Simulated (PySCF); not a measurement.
**F²⁺ (fluorine, charge +2) across methods**

[He] 2s2 2p3, high-spin 4S determinant. Calculation: PySCF 2.14, in aug-cc-pVDZ-DK; scalar relativity by spin-free X2C-1e. The B2PLYP total includes its PT2 part (frozen core); its orbital energies are those of the SCF part.

```csv
method,E (hartree),mean ε 2s α (eV),mean ε 2s β (eV),mean ε 2p α (eV),Σ⟨r²⟩ (bohr²),⟨S²⟩
TPSS,-97.8875,-71.570,-63.691,-51.889,5.093,3.752
B3LYP,-97.8678,-74.133,-65.717,-54.177,5.097,3.752
TPSSh,-97.8851,-73.319,-64.592,-53.149,5.087,3.752
LDA,-97.2032,-70.112,-63.299,-51.599,5.133,3.751
PBE,-97.7760,-70.618,-63.460,-51.585,5.114,3.751
r2SCAN,-97.8474,-73.046,-63.569,-52.776,5.080,3.752
UHF,-97.66362,-88.239,-70.898,-63.767,5.065,3.754
PBE0,-97.7963,-75.203,-65.791,-54.797,5.094,3.752
B2PLYP,-97.8345,-79.911,-68.072,-58.093,5.082,3.752
```
